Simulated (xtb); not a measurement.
sulfur difluoride (F2S), singlet, at a GFN2-xTB geometry; GFN1-xTB with ALPB(dmso) in xtb 6.7.1.

Here is a job for xtb.
```
$ xtb mol.xyz --gfn 1 --alpb dmso --json

# file mol.xyz
3

F     -1.22261386    -0.51635383    -0.00299560
S     -0.00426607     0.57046599    -0.00656447
F      1.23019799    -0.49780793     0.01466578
```

Q: What does xtb print? Leave out banner, timings and long lists.

A: 
```
   ID    Z sym.   atoms
    1    9 F      1, 3
    2   16 S      2

           -------------------------------------------------
          |                Calculation Setup                |
           -------------------------------------------------

           -------------------------------------------------
          |                 G F N 1 - x T B                 |
           -------------------------------------------------

      * Solvation model:               ALPB
        Solvent                        dmso
        Parameter file                 internal GFN1-xTB/ALPB
        Dielectric constant                4.6680E+01
        Reference state                gsolv [1 M gas/solution]
        Free energy shift                  7.6243E-03 Eh       4.7843E+00 kcal/mol
        Temperature                        2.9815E+02 K
        Density                            1.1000E+00 kg/L
        Solvent mass                       7.8130E+01 g/mol
        Interaction kernel             P16
        Born radius scaling (c1)           1.7672E+00
        Born radii integrator          GBOBC
        Born offset                        0.0000E+00 a0       0.0000E+00 AA
        H-bond correction              true
        Ion screening                  false
        Surface tension                    1.0000E-05 Eh       1.5569E+01 dyn/cm
        Grid points                               230 per atom

          ...................................................
          :                      SETUP                      :
          :.................................................:
          :  # basis functions                  18          :
          :  # atomic orbitals                  17          :
          :  # shells                            7          :
          :  # electrons                        20          :
          :  # halogen bonds                     0          :
          :  max. iterations                   250          :
          :  Hamiltonian                  GFN1-xTB          :
          :  restarted?                      false          :
          :  GBSA solvation                   true          :
          :  PC potential                    false          :
          :  electronic temp.          300.0000000     K    :
          :  accuracy                    1.0000000          :
          :  -> integral cutoff          0.2500000E+02      :
          :  -> integral neglect         0.1000000E-07      :
          :  -> SCF convergence          0.1000000E-05 Eh   :
          :  -> wf. convergence          0.2000000E-04 e    :
          :  Broyden damping             0.4000000          :
          :  net charge                          0          :
          :  unpaired electrons                  0          :
          ...................................................

 iter      E             dE          RMSdq      gap      omega  full diag
   1    -13.9088708 -0.139089E+02  0.361E+00    3.34       0.0  T
   2    -13.9100379 -0.116710E-02  0.168E+00    3.31       1.0  T
   3    -13.9083116  0.172629E-02  0.119E+00    3.35       1.0  T
   4    -13.9108387 -0.252704E-02  0.574E-03    3.33      10.1  T
   5    -13.9108387 -0.418391E-07  0.330E-03    3.33      17.5  T
   6    -13.9108387 -0.580169E-09  0.887E-05    3.33     650.7  T
   7    -13.9108387 -0.422471E-10  0.452E-07    3.33  100000.0  T

   *** convergence criteria satisfied after 7 iterations ***

         :::::::::::::::::::::::::::::::::::::::::::::::::::::
         ::                     SUMMARY                     ::
         :::::::::::::::::::::::::::::::::::::::::::::::::::::
         :: total energy             -13.905610255072 Eh    ::
         :: total w/o Gsasa/hb       -13.905271137734 Eh    ::
         :: gradient norm              0.015540202795 Eh/a0 ::
         :: HOMO-LUMO gap              3.326540699056 eV    ::
         ::.................................................::
         :: SCC energy               -13.910838703350 Eh    ::
         :: -> electrostatic           0.018832462398 Eh    ::
         :: -> Gsolv                  -0.001722259855 Eh    ::
         ::    -> Gelec               -0.001383142517 Eh    ::
         ::    -> Gsasa               -0.007963396342 Eh    ::
         ::    -> Ghb                  0.000000000000 Eh    ::
         ::    -> Gshift               0.007624279005 Eh    ::
         :: repulsion energy           0.005597039865 Eh    ::
         :: dispersion energy         -0.000368591587 Eh    ::
         :: halogen bond corr.         0.000000000000 Eh    ::
         :: add. restraining           0.000000000000 Eh    ::
         :: total charge              -0.000000000000 e     ::
         :::::::::::::::::::::::::::::::::::::::::::::::::::::

           -------------------------------------------------
          |                Property Printout                |
           -------------------------------------------------

    * Orbital Energies and Occupations

         #    Occupation            Energy/Eh            Energy/eV
      -------------------------------------------------------------
         1        2.0000           -1.0036688             -27.3112
         2        2.0000           -0.8981664             -24.4404
         3        2.0000           -0.8675979             -23.6085
         4        2.0000           -0.6482250             -17.6391
         5        2.0000           -0.6368800             -17.3304
         6        2.0000           -0.6285515             -17.1038
         7        2.0000           -0.5947959             -16.1852
         8        2.0000           -0.5876641             -15.9912
         9        2.0000           -0.5868588             -15.9692
        10        2.0000           -0.4780786             -13.0092 (HOMO)
        11                         -0.3558304              -9.6826 (LUMO)
        12                         -0.3251549              -8.8479
        13                         -0.1329306              -3.6172
        14                         -0.1276439              -3.4734
        15                         -0.1022117              -2.7813
        16                         -0.0201051              -0.5471
        17                          0.2030598               5.5255
      -------------------------------------------------------------
                  HL-Gap            0.1222481 Eh            3.3265 eV
             Fermi-level           -0.4169545 Eh          -11.3459 eV

  Mulliken/CM5 charges         n(s)   n(p)   n(d)
     1F    -0.15764 -0.16416   1.854  5.304  0.000
     2S     0.31528  0.32831   1.952  3.501  0.232
     3F    -0.15764 -0.16416   1.854  5.304  0.000

Wiberg/Mayer (AO) data.
largest (>0.10) Wiberg bond orders for each atom

 ---------------------------------------------------------------------------
     #   Z sym  total        # sym  WBO       # sym  WBO       # sym  WBO
 ---------------------------------------------------------------------------
     1   9 F    1.193 --     2 S    1.127
     2  16 S    2.254 --     1 F    1.127     3 F    1.127
     3   9 F    1.193 --     2 S    1.127
 ---------------------------------------------------------------------------

Topologies differ in total number of bonds
Writing topology from bond orders to xtbtopo.mol

 dipole moment from electron density (au)
     X       Y       Z
  -0.0056   0.7474  -0.0086  total (Debye):    1.900

           -------------------------------------------------
          | TOTAL ENERGY              -13.905610255072 Eh   |
          | GRADIENT NORM               0.015540202795 Eh/α |
          | HOMO-LUMO GAP               3.326540699056 eV   |
           -------------------------------------------------

normal termination of xtb
```
